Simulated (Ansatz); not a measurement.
Computed with Ansatz on PBE0-D4/def2-TZVP structures; ΔE is electronic, products minus reactants. CCSD(T)/CBS adds triple-zeta CCSD(T) − MP2 to the extrapolated MP2 energy (def2 sets, frozen cores). DFT in def2-TZVPP. Each species was taken in one conformer, which may not be the lowest.

Consider the redistribution: `N[Si]([SiH3])(Cl)O[SiH3]` + `BO[SiH3]` → `N[SiH]([SiH3])Cl` + `[SiH3]OBO[SiH3]`.

Task: Is it downhill or uphill in electronic energy at CCSD(T)/CBS, and by how much? (An estimate is asked.)

Result: The calculation gave: Downhill: ΔE = -4.7 kcal/mol.

Task: What do these levels give: ωB97X-V, B2PLYP, PBE0, HF/def2-TZVPP, MP2/def2-TZVPP, SCS-MP2/def2-TZVPP, CCSD(T)/def2-TZVPP, HF/def2-QZVPP, SCS-MP2/def2-QZVPP, HF/CBS(def2), MP2/CBS(def2), CCSD/CBS(def2)? (An estimate is asked.)

Result: Computed: ωB97X-V -5.2, B2PLYP -5.6, PBE0 -7.3, HF/def2-TZVPP -5.2, MP2/def2-TZVPP -4.5, SCS-MP2/def2-TZVPP -4.4, CCSD(T)/def2-TZVPP -5.2, HF/def2-QZVPP -4.9, SCS-MP2/def2-QZVPP -4.1, HF/CBS(def2) -4.9, MP2/CBS(def2) -3.9, CCSD/CBS(def2) -4.6 kcal/mol.

Largest T1 diagnostic among the species: 0.013.

The D4 term adds +1.7 kcal/mol with B3LYP and +1.0 kcal/mol with PBE0; it sums over pairs of atoms, weighted by their polarisabilities, and B3LYP, whose exchange is more repulsive, gets the larger term.

B3LYP here is the variant with VWN-RPA as its local correlation; programs differ in this.
